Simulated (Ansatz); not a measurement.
Ligand exchange: C3H7F + C2H7NZn → C3H9N + C2H5FZn

Species: C3H7F (2-fluoropropane) `CC(C)F`, singlet; C2H7NZn `C[CH2][Zn][NH2]`, singlet; C3H9N (isopropylamine) `CC(C)N`, singlet; C2H5FZn `C[CH2][Zn][F]`, singlet. The partners trade F for NH2: C–F and Zn–NH2 bonds give way to C–NH2 and Zn–F.

Shapes, held fixed at every level: PBE0-D4/def2-TZVP. Flexible molecules stand in one conformer, not always the lowest. Programs: Ansatz 0.2.0. The zero-point and thermal change to 298 K, harmonic and unscaled (PBE0-D4/def2-TZVP), is +5.0 kJ/mol.

| level | kind | ΔH(298 K) (kJ/mol) | CPU time (sum over the molecules) |
| --- | --- | --- | --- |
| HF/def2-SVP | Hartree–Fock | -70.2 | – |
| SPW92/def2-TZVPP | LDA | -53.5 | 17 s |
| B3LYP-D4/def2-TZVPP | global hybrid | -60.6 | 62 s |
| BHLYP-D4/def2-TZVPP | global hybrid | -62.2 | 39 s |
| PBE0-D4/def2-TZVPP | global hybrid | -60.9 | 39 s |
| r2SCAN0-D4/def2-TZVPP | global hybrid | -60.2 | 63 s |
| wB97X-V/def2-TZVPP | range-separated hybrid | -60.6 | 1.7 min |

wB97X-V/def2-TZVPP gives ΔH(298 K) = -60.6 kJ/mol; the levels span -70.2 to -53.5. The median of the levels is -60.6. No measured value is set beside it here. Relativity is left out for Zn unless named. Times are processor times on shared x86 and Arm servers, and rough.
